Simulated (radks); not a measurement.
Question: The rhenium ion Re19+, configuration [Kr] 4d10 4f10. Calculated with a radial shooting solver on a logarithmic mesh with Libxc functionals: Dirac Kohn-Sham, exchange-only PBE, spin-unpolarised, spherical densities, point nucleus; open shells are shared between the two j in proportion to 2j + 1. Some entries of the table are withheld. Estimate them.

orbital     occ.  eigenvalue (Ry)  <1/r> (bohr^-1)
1s1/2          2        -5295.299            88.82
2s1/2          2        -946.3830              (1)
2p1/2          2        -907.0040            21.61
2p3/2          4        -801.1398            18.04
3s1/2          2        -245.7750            7.953
3p1/2          2        -228.2302              (2)
3p3/2          4        -205.2026              (3)
3d3/2          4        -175.7964            6.837
3d5/2          6        -170.7965            6.621
4s1/2          2        -77.54508            3.400
4p1/2          2        -70.17773            3.297
4p3/2          4        -64.56202            2.985
4d3/2          4        -52.42507              (4)
4d5/2          6        -51.34675              (5)
4f5/2    4.28571              (6)              (7)
4f7/2    5.71429              (8)              (9)
5s1/2          0        -34.39807            1.603
5p1/2          0        -31.55764            1.532
5p3/2          0        -30.00937            1.434
5d3/2          0        -25.44405            1.315
5d5/2          0        -25.14893            1.295
5f5/2          0        -19.76696            1.139
5f7/2          0        -19.69940            1.133

Answer: 
(1) 2s1/2 <1/r> (bohr^-1): 21.65
(2) 3p1/2 <1/r> (bohr^-1): 7.865
(3) 3p3/2 <1/r> (bohr^-1): 6.943
(4) 4d3/2 <1/r> (bohr^-1): 2.801
(5) 4d5/2 <1/r> (bohr^-1): 2.729
(6) 4f5/2 eigenvalue (Ry): -35.88897
(7) 4f5/2 <1/r> (bohr^-1): 2.429
(8) 4f7/2 eigenvalue (Ry): -35.65188
(9) 4f7/2 <1/r> (bohr^-1): 2.404
